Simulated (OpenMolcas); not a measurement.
**How methods differ on CHF3O3S (SMILES O=S(=O)(O)C(F)(F)F)**

CHF3O3S has 9 atoms, charge 0, and is taken as a singlet. As SMILES, `O=S(=O)(O)C(F)(F)F`. The coordinates come from a PBE0-D4/def2-TZVP relaxation. This is one conformer, not always the lowest.

```xyz
9

O     1.4629   -0.5819    0.9857
S     0.2985   -0.7789    0.1944
O     0.1445   -1.8377   -0.7300
O    -0.9727   -0.7780    1.1281
C     0.0031    0.7967   -0.7252
F    -0.0766    1.8017    0.1382
F     1.0144    1.0041   -1.5475
F    -1.1209    0.7238   -1.4123
H    -0.7532   -0.3500    1.9686
```

Quantity: the dipole moment, in D. The values are calculated.

```csv
level,kind,program,value (D),CPU time
HF/6-31G* (spherical functions),Hartree–Fock,OpenMolcas,3.20,17 s
SVWN5/6-31G* (spherical functions),LDA,OpenMolcas,2.94,33 s
BLYP/6-31G* (spherical functions),GGA,OpenMolcas,2.88,47 s
PBE/6-31G* (spherical functions),GGA,OpenMolcas,2.88,43 s
r2SCAN/6-31G* (spherical functions),meta-GGA,OpenMolcas,2.95,55 s
B3LYP/6-31G* (spherical functions),global hybrid,OpenMolcas,2.95,41 s
BHLYP/6-31G* (spherical functions),global hybrid,OpenMolcas,3.05,42 s
M06-2X/6-31G* (spherical functions),hybrid meta-GGA,OpenMolcas,2.99,47 s
```

The values span 2.88 to 3.20 D. Times are those of the runs behind each value, whatever else they computed, on shared processors of several kinds: orders of magnitude only.
